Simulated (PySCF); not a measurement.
# Dipole response of Ne (neon, neutral)

[Ne], closed-shell 1S. Calculation: PySCF 2.14, in aug-cc-pwCVQZ (9s8p6d4f2g, 109 functions); no relativity, point nucleus. Coupled (time-dependent) response in atomic units; α is the mean over directions.

```csv
method,mean α (bohr³),C₆ (like pair),S(−4)
UHF,2.329,5.474,1.868
PBE,2.881,7.103,3.493
PBE0,2.686,6.522,2.832
CAM-B3LYP,2.734,6.659,2.997
TPSSh,2.748,6.731,3.020
```

S(−4) is the Cauchy moment in α(ω) = α(0) + S(−4) ω² + …

Reference α: 2.661 bohr³ (recommended; Schwerdtfeger and Nagle, table of static dipole polarizabilities (2023 update)). Published C₆: 6.200 (Chu and Dalgarno (2004); Tang, Norbeck and Certain (1976)).

α(iu) at TPSSh:

| u (hartree) | α(iu) (bohr³) |
| --- | --- |
| 0 | 2.748 |
| 0.0500 | 2.741 |
| 0.100 | 2.719 |
| 0.200 | 2.636 |
| 0.300 | 2.515 |
| 0.500 | 2.223 |
| 0.750 | 1.858 |
| 1.00 | 1.546 |
| 1.50 | 1.090 |
| 2.00 | 0.8001 |
| 3.00 | 0.4800 |
| 5.00 | 0.2270 |

A single London oscillator, α(iu) = α/(1 + u²/ω²), gives C₆ = (3/4) ω α². Matching the computed C₆ needs ω = 4 × 6.731 / (3 × 2.748²) = 1.19 hartree.
